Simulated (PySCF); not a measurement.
Spectrum to structure. The calculation used TDDFT CAM-B3LYP/def2-SVPD, vertical, gas phase, core orbitals frozen in the response (PySCF). Geometries: GFN2-xTB, one conformer each.

```tsv
state	λ (nm)	f
S1	178.3	0.019
S2	171.2	0.046
S3	163.3	0.037
S4	156.4	0.100
S5	150.4	0.0072
S6	147.2	0.015
S7	145.8	0.013
S8	144.7	0.052
```

Triplets computed (Tamm–Dancoff): 6.68, 6.86, 7.38 eV.

Problem. Which structure fits?
A. `CO[Si](F)(CF)OC`
B. `C(C(F)F)N[Si@H](N)F`
C. `CO[Si](F)(OC)OC`

Solution. B. Its S1, at 6.95 eV, is the lowest among the candidates; the nearest of the others has S1 at 7.70 eV. S1 is HOMO→LUMO (70%), HOMO→LUMO+2 (13%). Löwdin shares by element: HOMO nitrogen 54% or more, carbon 17%, silicon 8% (atoms not listed hold the other 21%); LUMO silicon 28%, hydrogen 18% or more, nitrogen 8% or more (atoms not listed hold the other 46%). At the same level the other candidates give, for their lowest levels:
- `CO[Si](F)(OC)OC`: 154 nm (f 0.002 summed over 2 states); 147 nm (f 0.004); 142 nm (f 0.005 summed over 3 states) [of 8 roots; the last level is left out, as the window may have cut its degenerate partner]; T1 7.82 eV; HOMO -10.02, LUMO 1.05 eV
- `CO[Si](F)(CF)OC`: 161 nm (f 0.019); 152 nm (f 0.007); 148 nm (f 0.003); 145 nm (f 0.031); 141 nm (f 0.001); T1 7.24 eV; HOMO -9.95, LUMO 0.97 eV

The values belong to the conformer `[NH2:1][Si@H:2]([F:3])[NH:4][CH2:5][CH:6]([F:7])[F:8]`: N1–Si2–N4–C5 167°, Si2–N4–C5–C6 85°, N4–C5–C6–F7 57°, H–N1–Si2–F3 -72°, H–N1–Si2–F3 69°.

Without π bonds the low states are Rydberg-like; a valence basis with one diffuse set may place them up to an eV too high.
